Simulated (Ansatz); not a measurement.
Cd₁₀H₂₈S₁₀. Total charge 0; triplet. Geometry r2SCAN-D4/def2-SVP, that of the neutral singlet; atoms count from 1.

```csv
atom,x (Å),y (Å),z (Å)
Cd1,-2.569,-2.285,4.034
Cd2,-2.260,-4.853,-2.119
Cd3,-1.412,1.218,-3.655
Cd4,-0.237,2.109,4.041
Cd5,-1.589,4.210,-2.617
Cd6,-0.782,0.028,0.300
Cd7,2.301,-2.788,0.841
Cd8,2.392,-0.963,-2.123
Cd9,2.674,2.399,0.135
Cd10,2.901,3.166,-2.914
S11,-1.797,-2.375,-0.171
S12,-1.538,0.233,2.809
S13,0.362,-3.012,3.364
S14,-2.083,1.780,-0.984
S15,0.109,-2.795,-2.931
S16,1.308,1.001,-3.431
S17,-0.556,4.048,2.007
S18,2.170,0.875,3.621
S19,0.738,3.822,-1.408
S20,1.674,-0.105,0.184
H21,-2.494,-1.923,5.669
H22,-2.926,-2.916,2.479
H23,-1.219,-5.749,-1.143
H24,-3.386,-4.149,-3.147
H25,-1.380,3.027,-4.020
H26,-2.065,-0.239,-4.220
H27,-0.433,2.941,5.497
H28,-2.519,5.547,-2.191
H29,0.832,-3.379,0.105
H30,3.813,-2.763,1.573
H31,3.618,-2.039,-2.566
H32,2.635,3.035,1.711
H33,3.538,4.044,-4.202
H34,3.664,2.293,-1.400
H35,-2.268,-2.625,1.126
H36,-0.489,-2.925,0.042
H37,-2.716,0.874,2.632
H38,0.124,-4.264,2.912
H39,0.999,-3.455,4.472
H40,-3.305,1.196,-1.014
H41,-0.343,-2.231,-4.077
H42,0.983,-3.615,-3.559
H43,1.606,0.706,-4.717
H44,-1.078,3.362,0.954
H45,-1.779,4.394,2.476
H46,1.793,-0.297,4.191
H47,2.010,0.383,2.335
H48,0.977,5.053,-0.901
```

In the def2 sets Cd takes a core potential; there is no spin–orbit coupling. Single mean-field runs in def2-TZVP are fitted with def2-universal-jkfit. At PBE0-D4/def2-TZVP a singlet of charge 0 lies 4.50 eV below the triplet at the same geometry.

Q: Estimate the Mulliken populations of the heavy atoms from the PBE0/def2-TZVP orbitals of Ansatz.

A: 
```
atom  charge (e)  spin (α − β)  d electrons
 Cd1        0.30          0.01         9.95
 Cd2        0.25          0.02         9.94
 Cd3        0.43          0.00         9.98
 Cd4        0.47          0.02         9.99
 Cd5        0.42          0.02         9.97
 Cd6        0.43          0.50         9.99
 Cd7        0.30          0.13         9.94
 Cd8        0.47          0.07         9.97
 Cd9        0.39          0.13         9.97
Cd10        0.45          0.01         9.97
 S11       -0.31          0.06            –
 S12       -0.58          0.01            –
 S13       -0.35          0.01            –
 S14       -0.58          0.08            –
 S15       -0.34          0.00            –
 S16       -0.63          0.01            –
 S17       -0.29          0.00            –
 S18       -0.29          0.01            –
 S19       -0.66          0.01            –
 S20       -0.56          0.61            –
```
Mulliken values depend strongly on the basis.

Q: Where does the spin sit?

A: Summed by element: Cd 0.91, S 0.79, H 0.30, of 2 unpaired in all. Largest on single atoms: S20 0.61, Cd6 0.50, Cd9 0.13.

Q: And the Mayer bond orders between heavy atoms (over 0.3)?

A: Cd4–S12 0.47 (2.59 Å); Cd4–S18 0.34 (2.74 Å); Cd5–S19 0.35 (2.65 Å); Cd6–S11 0.34 (2.65 Å); Cd6–S12 0.36 (2.63 Å); Cd6–S14 0.43 (2.53 Å); Cd6–S20 0.36 (2.46 Å); Cd8–S16 0.41 (2.60 Å); Cd8–S20 0.38 (2.56 Å); Cd10–S19 0.32 (2.72 Å).
